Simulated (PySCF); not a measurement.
Method used: PySCF, delta-SCF UKS SCAN, pcX-2 on the ionised atom, pcseg-1 elsewhere, spin-free X2C. Geometries: PBE0-D3(BJ)/def2-SVP; isolated species, one conformer each. Values against the vacuum level.

Question: Order these sites by rising C 1s binding energy.
A. C4 in `[NH2:1][C:2](=[O:3])[CH:4]([GeH3:5])[GeH3:6]`
B. C2 in `[O:1]=[CH:2][NH:3][CH:4]([GeH3:5])[GeH3:6]`
C. C1 in `[CH3:1][O:2][C:3](=[O:4])[SiH3:5]`

Answer: A (290.25 eV), C (292.60 eV), B (293.63 eV).

From the lowest up, the atoms are bonded to: C, H and 2 Ge (290.25); O and 3 H (292.60); O (double bond), N and H (293.63).

Question: Rank by computed O 1s binding energy, lowest first.
A. O4 in `[CH3:1][O:2][C:3](=[O:4])[SiH3:5]`
B. Oxygen in `O=CN[CH]([GeH3])[GeH3]`
C. Oxygen in `O=C(N)[CH]([GeH3])[GeH3]`

Answer: C (536.77 eV), B (537.09 eV), A (537.79 eV).

From the lowest up, the atoms are bonded to: C (double bond) (536.77); C (double bond) (537.09); C (double bond) (537.79).
